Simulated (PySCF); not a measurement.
Cl₂H₃NOZr, SMILES [NH2][Zr]([OH])([Cl])[Cl], multiplicity 1. Geometry: PBE-D3(BJ)/def2-SVP. The multiplicity is an assumed one; no other spin state was optimised. The structure was generated by enumeration; whether it is a known compound was not checked. The def2 effective core potentials stand for the cores of Zr; spin–orbit coupling is left out. The values are those of a single conformer.

Calculation: PBE-D3(BJ)/def2-SVP (PySCF).

Harmonic wavenumbers (cm⁻¹): 96, 100, 117, 136, 162, 251, 267, 334, 366, 396, 463, 466, 652, 733, 1443, 3446, 3541, 3848. Rotational constants (GHz): 1.957, 1.434, 1.163; symmetry number 1.

Task: Work out the zero-point energy and the ideal-gas rigid-rotor harmonic-oscillator thermochemistry at 298.15 K and 1 atm.

Result: ZPE = ½ Σ hcν = ½ × 16818 cm⁻¹ = 24.04 kcal/mol. H − E(el) = 30.30 kcal/mol. Entropy in cal/(mol K): translation 41.71, rotation 28.98, vibration 24.33, total 95.02. G − E(el) = 1.97 kcal/mol. Cp = 30.16 cal/(mol K). Modes under 150 cm⁻¹ make the vibrational entropy uncertain.
